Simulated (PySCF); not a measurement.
Static polarisabilities and like-pair C6 coefficients by linear response at CAM-B3LYP/def2-SVPD (PySCF, frozen core in the response, non-relativistic, gas phase), PBE0-D3(BJ)/def2-SVP geometries, one conformer each; atomic units unless stated. Spin–orbit coupling is left out although an atom past zinc is present.

```tsv
label	species	α	C6
P	`CCO[Si@@H](N)[SiH3]`	94.9	3356
Q	`CO[C@H]([SiH3])[SiH2]N`	92.9	3293
R	`CCO[SiH2][SiH2]N`	94.3	3333
S	`Cc1nc[se]c1CO`	94.1	3434
T	`CCO[SiH2]N[SiH3]`	89.5	3141
U	`N[SiH2]CC[SiH2]O`	89.1	3120
```

Task: Estimate the unlike-pair coefficients by the rule C6(AB) = 2·C6(AA)·C6(BB) / [C6(AA)·αB/αA + C6(BB)·αA/αB], and compare with the geometric mean, for PT, PU, QR, QS, QT, RS, RT and TU.

Result: 
```csv
pair,combination rule,geometric mean,ratio
PT,3246,3247,1.000
PU,3234,3235,1.000
QR,3313,3313,1.000
QS,3363,3363,1.000
QT,3216,3216,1.000
RS,3383,3384,1.000
RT,3235,3236,1.000
TU,3130,3130,1.000
```

The rule is exact for one-pole polarisabilities and never exceeds the geometric mean; the two meet where both partners have the same effective excitation energy. These unlike-pair values are estimates, not computed integrals.
